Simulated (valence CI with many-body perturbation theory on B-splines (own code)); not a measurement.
Valence orbitals of Tb16+

Computed by relativistic CI+MBPT: three valence electrons over a frozen Dirac-Fock core [Kr] 4d10, a basis of 8 s, 8 p, 9 d, 9 f, 6 g, 3 h, 2 i functions for each j, with the one-electron correlation potential Σ1, the two-electron term Σ2, the three-electron term Σ3, Breit, model QED; selected CI, second order for the rest (own B-spline code, finite nucleus).

No measured spectrum was set against this ion. As an estimate, terms of the open shell hold to a few per cent of their energy, and close levels can change places. Core correlation moves these levels by up to 38000 cm⁻¹, and in measured spectra 5 to 20 % of such shifts remained as error; rates that hang on mixing are uncertain with them.

These are the spectroscopic orbitals of the CI (the correlating ones are not listed), shaped by the core and the other valence electrons. h is the expectation value of the core's Dirac-Fock operator, without the valence repulsion; Σ1 is computed up to l = 3 at one energy for each symmetry, that of its lowest orbital but kept below the first core excitation, so for empty shells it is not the orbital's own correlation shift; Breit and QED include the response of the core.

| Orbital | h (hartree) | Σ1 (cm⁻¹) | Breit (cm⁻¹) | QED (cm⁻¹) | ⟨r⟩ (bohr) |
| --- | --- | --- | --- | --- | --- |
| 5s1/2 | -14.315 | -19301 | 1423 | 1265 | 1.058 |
| 6s1/2 | -8.5743 | -5637 | 604 | 531 | 1.781 |
| 7s1/2 | -5.7484 | -2667 | 330 | 292 | 2.657 |
| 5p1/2 | -13.2 | -18314 | 2179 | -17.3 | 1.107 |
| 6p1/2 | -8.0368 | -5666 | 970 | -7.9 | 1.857 |
| 7p1/2 | -5.4461 | -2739 | 542 | -4.4 | 2.763 |
| 5p3/2 | -12.78 | -17017 | 1245 | 97.3 | 1.147 |
| 6p3/2 | -7.8399 | -5442 | 563 | 43.6 | 1.905 |
| 7p3/2 | -5.3367 | -2666 | 342 | 24.6 | 2.821 |
| 5d3/2 | -10.968 | -12915 | 628 | -72.6 | 1.258 |
| 6d3/2 | -6.9552 | -5010 | 330 | -37.1 | 2.057 |
| 7d3/2 | -4.8291 | -2586 | 193 | -21.4 | 3.034 |
| 5d5/2 | -10.885 | -12446 | 330 | -35.1 | 1.269 |
| 6d5/2 | -6.9146 | -4868 | 174 | -17.9 | 2.070 |
| 7d5/2 | -4.8058 | -2521 | 104 | -10.3 | 3.050 |
| 4f5/2 | -15.504 | -27698 | -427 | -221 | 0.6164 |
| 5f5/2 | -8.7912 | -8867 | -31.2 | -51.4 | 1.427 |
| 4f7/2 | -15.457 | -27235 | -1007 | -179 | 0.6199 |
| 5f7/2 | -8.7746 | -8812 | -177 | -39.8 | 1.431 |
| 5g7/2 | -7.3211 |  | -38.5 | -4.6 | 1.538 |
| 5g9/2 | -7.321 |  | -56.5 | -2.9 | 1.538 |

Among the shells of the start configuration 4f3, Σ1 is largest in size for 4f5/2, where it is 0.81 % of h.

Lowest root of each symmetry, sizes in configuration state functions:

| J | Parity | Roots | Reference | Variational | Second order | Change by selected CI (cm⁻¹) | Change by second order (cm⁻¹) |
| --- | --- | --- | --- | --- | --- | --- | --- |
| 1/2 | even | 3 | 29 | 5285 | 19332 | -5116 | -3 |
| 3/2 | even | 4 | 50 | 8533 | 49690 | -4250 | -4 |
| 5/2 | even | 4 | 60 | 10296 | 49634 | -4323 | -4 |
| 7/2 | even | 4 | 57 | 10606 | 75725 | -3906 | -4 |
| 9/2 | even | 4 | 48 | 10314 | 62004 | -4074 | -4 |
| 11/2 | even | 3 | 32 | 8807 | 55305 | -3984 | -4 |
| 13/2 | even | 2 | 18 | 6304 | 38540 | -3961 | -3 |
| 1/2 | odd | 2 | 32 | 3473 | 3094 | -5072 | -2 |
| 3/2 | odd | 6 | 60 | 6844 | 5218 | -3391 | -1 |
| 5/2 | odd | 7 | 71 | 9245 | 23707 | -3266 | -1 |
| 7/2 | odd | 7 | 72 | 9923 | 22806 | -3326 | -2 |
| 9/2 | odd | 7 | 62 | 9510 | 9059 | -2329 | -1 |
| 11/2 | odd | 5 | 46 | 8213 | 2496 | -2267 | -1 |
| 13/2 | odd | 3 | 27 | 6412 | 10204 | -2254 | -1 |
| 15/2 | odd | 3 | 16 | 4911 | 1325 | -2280 | 0 |
| 17/2 | odd | 1 | 6 | 2979 | 5151 | -3513 | -2 |
